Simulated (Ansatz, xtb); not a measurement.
Diatomic AlMo, multiplicity 6 (lowest of 2S+1 = 2, 4, 6, 8 at CCSD(T)/def2-TZVPP on PBE0 minima; our sources give no spin for the ground state, which may be another). No spin–orbit coupling. The T1 diagnostic near the minimum is 0.053, so single-reference values are doubtful.

Constants: fifth-degree fit in 1/R to seven points, most abundant isotopes. Runs in def2 and cc sets follow the lowest solution found near the PBE0 minimum.

Correlated levels freeze the inner cores; with def2 sets outer-core shells near the valence are correlated too.

Run with Ansatz (an electronic-structure program); xtb for the GFN methods. Values without a source in brackets are computed. In def2 rows elements past Kr take small-core potentials, without spin–orbit coupling. The GFN methods have no spin term and hold the electronic entropy of 300 K.

| level | r_e (Å) | ω_e (cm⁻¹) | ω_e x_e (cm⁻¹) | dipole (D) |
|---|---|---|---|---|
| GFN1-xTB | 2.616 | 277 | 1.3 | - |
| SVWN5/def2-TZVPP | 2.635 | 262 | 1.0 | 0.51 |
| PBE/def2-TZVPP | 2.685 | (withheld) | 1.0 | 0.89 |
| B97M-V/def2-TZVPP | 2.752 | 231 | 1.0 | 0.75 |
| PBE0/def2-TZVPP | 2.727 | 225 | 1.1 | 1.18 |
| BHLYP/def2-TZVPP | 2.779 | 212 | 1.0 | 0.99 |
| wB97X-V/def2-TZVPP | 2.729 | 232 | 0.96 | 1.65 |
| B2PLYP/def2-TZVPP | (withheld) | (withheld) | 1.1 | - |

### Question
Complete the blanks.

### Answer

- B2PLYP/def2-TZVPP, r_e (Å): 2.696
- B2PLYP/def2-TZVPP, ω_e (cm⁻¹): 239
- PBE/def2-TZVPP, ω_e (cm⁻¹): 242

Doubts at one or more of the structures used: a spin-contaminated determinant (PBE0/def2-TZVPP, BHLYP/def2-TZVPP, B2PLYP/def2-TZVPP).
